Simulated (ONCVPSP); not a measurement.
**Al: one change to an ONCV potential, before and after**

Al, optimised norm-conserving Vanderbilt (ONCV), made with ONCVPSP 4.0.1 (LDA (Perdew-Wang 92), scalar-relativistic). Core [Ne], reference 3s2 3p1. Waves: 3s: rc 1.85 bohr, ncon 4, nbas 8, qcut 4.3 1/bohr, 3 projectors, debl 3.8 Ha; 3p: rc 1.95 bohr, ncon 4, nbas 8, qcut 4.8 1/bohr, 2 projectors, debl 0.7 Ha. Local part: polynomial inside 1.55 bohr (lpopt 1, dvloc0 0 Ha). Core correction: Teter function, fcfact 3.5, rcfact 1.25.

Change: s: rc 2.38.

Cutoffs: the cutoffs (Ha) at which the residual kinetic energy of the hardest occupied pseudo-wave falls to 1 and 0.1 mHa per electron; they do not see the model core or the augmentation charge, which bear on the density cutoff. Errors are all-electron minus pseudo energies relative to the spin-unpolarised reference configuration.

Q: Predict the effect on cutoff, ghosts and configuration errors.

A: The potential gets softer (6.2 Ha and 8.1 Ha → 5.7 Ha and 7.2 Ha); of the 4 tests that both files solve, the error grows in 1 and shrinks in 1 by more than 15 % and 0.3 meV (median size 1.9 → 1.3 meV); neither file shows a bound ghost. A larger radius leaves more room for a smooth pseudo-wave, so fewer plane waves are needed.

```csv
quantity,base,changed
"cutoff, loose",6.2 Ha,5.7 Ha
"cutoff, tight",8.1 Ha,7.2 Ha
loose cutoff by channel,"s 6.2 Ha, p 2.1 Ha","s 5.7 Ha, p 2.1 Ha"
bound ghosts,none,none
GHOST(+) flags under 300 eV,s at 266.6 eV,s at 250.5 eV
"error for 3s2 3p0, meV [ΔE 5.84 eV]",+1.5,+1.9
"error for 3s1 3p0, meV [ΔE 25.21 eV]",+37,+35
"error for 3s2 3p0.5, meV [ΔE 2.12 eV]",+0.1,+0.2
"error for 3s1 3p2, meV [ΔE 5.15 eV]",+2.3,+0.7
p: phases at 1.99 bohr within 0.05 rad from the reference energy up to (Ha; the scan ends near 5),2.6,2.6
"rms error of d²Exc/dni dnj with the model core, mHa",1.56,1.49
```

Base: The cutoffs count occupied waves only; projector 3 of the s channel, the hardest unoccupied one, needs 55 Ha at the loose tolerance. Changed file: The cutoffs count occupied waves only; projector 3 of the s channel, the hardest unoccupied one, needs 50 Ha at the loose tolerance.
